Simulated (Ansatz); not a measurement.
Diatomic Br2, closed-shell singlet (the spin of the measured ground state). No spin–orbit coupling. Br is treated without relativity.

Constants: fifth-degree fit in 1/R to seven points, most abundant isotopes. Runs in def2 and cc sets follow the lowest solution found near the PBE0 minimum. The singlet is held restricted.

Codes used: Ansatz (Gaussian orbitals). Each number belongs to the level named beside it.

Energies at wB97M-V/def2-TZVPP:

```csv
R (Å),E (hartree)
2.121728,-5148.00390556
2.178763,-5148.01018505
2.231236,-5148.01317876
2.290553,-5148.01401095
2.349870,-5148.01271091
2.418313,-5148.00919154
2.498163,-5148.00309608
```

### Question
With a reduced mass of 39.4592 u, find the minimum, the force constant and the constants.

### Answer
A fifth-degree polynomial in 1/R puts the minimum at r_e = 2.2817 Å with force constant 273 N/m. Then ω_e = (1/2πc)√(k/μ) = 343 cm⁻¹ and B_e = h/(8π²cμr_e²) = 0.08206 cm⁻¹; the cubic and quartic terms give α_e = 0.00026 and ω_e x_e = 0.78 cm⁻¹.

Ansatz is a quantum-chemistry and plane-wave program.
